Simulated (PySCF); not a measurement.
**Continuum solvent and chemical shifts**

Structure with atom numbers: `[CH3:1][c:2]1[cH:3][n:4]([CH3:5])[cH:6][n:7]1`. Each H is labelled by its parent atom.

GIAO PBE0/pcSseg-1 in PySCF 2.14.0 with density-fitted response routines on one PBE0-D3(BJ)/def2-SVP conformer, non-relativistic, equivalent nuclei averaged. Solvents enter as an IEF-PCM continuum (cyclohexane with ε = 2.0, acetonitrile with ε = 35.7) around the gas-phase geometry. Shifts are referred to TMS computed in the same medium.

In cyclohexane, δ in ppm: C2 145.3, C6 141.3, C3 120.7, C5 33.1, C1 16.2, H(C6) 7.05, H(C3) 6.72, H(C5) 3.52, H(C1) 2.24. Dipole moment 4.31 D.

Problem. How does each δ change in the more polar medium?

Solution. 
| atoms | environment | Δδ, acetonitrile |
| --- | --- | --- |
| C2 | substituted aromatic carbon next to a ring nitrogen | -1.0 |
| C6 | aromatic CH between two ring heteroatoms | +1.8 |
| C3 | aromatic CH next to a ring nitrogen | +2.6 |
| C5 | methyl carbon bonded to N | +0.7 |
| C1 | methyl carbon on an aromatic ring | 0.0 |
| H(C6) | hydrogen on an aromatic CH between two ring heteroatoms | +0.18 |
| H(C3) | hydrogen on an aromatic CH next to a ring nitrogen | +0.29 |
| H(C5) | hydrogen on a methyl carbon bonded to N | +0.13 |
| H(C1) | hydrogen on a methyl carbon on an aromatic ring | +0.02 |

Changes are relative to cyclohexane. The dipole moment becomes 5.12 D in acetonitrile.

Problem. Which nuclei move most (in ppm), and what does the model miss?

Solution. C3 (aromatic CH next to a ring nitrogen, +2.6 ppm) in acetonitrile. A continuum only polarises the solute; specific hydrogen bonds, the anisotropy of aromatic solvents and changes of geometry or conformer are outside it.
